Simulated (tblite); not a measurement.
Species: C2H5IO.
Cartesian coordinates in Å at the GFN2-xTB level; atoms count from 1:
```xyz
9
C2H5IO angstrom
C     -1.163    0.335   -0.028
O     -0.132   -0.203   -0.824
C      0.992   -0.548   -0.150
I      2.166    1.193    0.543
H     -2.009    0.509   -0.689
H     -1.450   -0.359    0.769
H     -0.848    1.284    0.420
H      0.803   -1.123    0.761
H      1.655   -1.082   -0.827
```

Level: GFN2-xTB in tblite, geometry and Hessian alike; calculated harmonic values, unscaled, isolated species. Against measured fundamentals such values can be off by several per cent, at times by over 20. One conformer, not necessarily the lowest.

Harmonic wavenumbers (cm⁻¹): 132.5, 177.1, 292.1, 423.1, 545.2, 890.5, 975.3, 1114.1, 1125.7, 1159.9, 1236.9, 1258.2, 1404.3, 1422.1, 1463.2, 1470.1, 2923.6, 2928.8, 2942.7, 3023.7, 3048.2.

A = 12878, B = 1777, C = 1634 MHz; mass 171.939 u (most abundant isotopes); point group C1, symmetry number 1.

Task: Zero-point energy?

Result: Half the sum of the wavenumbers: 14979 cm⁻¹ = 42.83 kcal/mol.

Task: Give the ideal-gas entropy at 273.15 K and 1 bar in the rigid-rotor, harmonic-oscillator model (classical rotation).

Result: Translation 40.92, rotation 26.29, vibration 7.83: S = 75.1 cal/(mol K).

Task: And Cp and H(273.15 K) − H(0)?

Result: Cp = 17.46 cal/(mol K), of which vibrations give 9.52 (their classical limit is 21 R = 41.7); H(273.15 K) − H(0) = 3.43 kcal/mol without the zero-point energy, 1.26 from vibrations.

Task: What must be added to the electronic energy to get the Gibbs energy at 273.15 K and 1 bar?

Result: ZPE + [H(273.15 K) − H(0)] − T·S = 42.83 + 3.43 − 20.50 = 25.76 kcal/mol.

Task: How do the functions run with temperature in this model?

Result: 
```json
{"T (K)": "50", "S (cal/(mol K))": "54.0", "Cp (cal/(mol K))": "9.0", "H − H(0) (kcal/mol)": "0.41", "G − H(0) (kcal/mol)": "-2.29", "ln q(vib)": "0.03"}
{"T (K)": "100", "S (cal/(mol K))": "61.0", "Cp (cal/(mol K))": "11.4", "H − H(0) (kcal/mol)": "0.92", "G − H(0) (kcal/mol)": "-5.18", "ln q(vib)": "0.26"}
{"T (K)": "298.15", "S (cal/(mol K))": "76.6", "Cp (cal/(mol K))": "18.4", "H − H(0) (kcal/mol)": "3.87", "G − H(0) (kcal/mol)": "-18.97", "ln q(vib)": "1.84"}
{"T (K)": "373.15", "S (cal/(mol K))": "81.1", "Cp (cal/(mol K))": "21.3", "H − H(0) (kcal/mol)": "5.36", "G − H(0) (kcal/mol)": "-24.89", "ln q(vib)": "2.49"}
{"T (K)": "500", "S (cal/(mol K))": "87.9", "Cp (cal/(mol K))": "25.9", "H − H(0) (kcal/mol)": "8.36", "G − H(0) (kcal/mol)": "-35.61", "ln q(vib)": "3.60"}
{"T (K)": "750", "S (cal/(mol K))": "99.8", "Cp (cal/(mol K))": "32.6", "H − H(0) (kcal/mol)": "15.73", "G − H(0) (kcal/mol)": "-59.12", "ln q(vib)": "5.80"}
{"T (K)": "1000", "S (cal/(mol K))": "109.9", "Cp (cal/(mol K))": "37.2", "H − H(0) (kcal/mol)": "24.50", "G − H(0) (kcal/mol)": "-85.37", "ln q(vib)": "7.94"}
```

q(vib) and H(0) count from the zero-point level.

Hindered rotation and anharmonicity are outside this model. Other conformers, if any are populated, would add a mixing term that is left out. The structure is chiral; the term R ln 2 for an equal mix with its mirror image is left out.

Time: 0.21 s of wall time. Hardware: one thread, Arm Neoverse N1 (aarch64), no GPU (shared host). This covers the Hessian and the dipole derivatives.
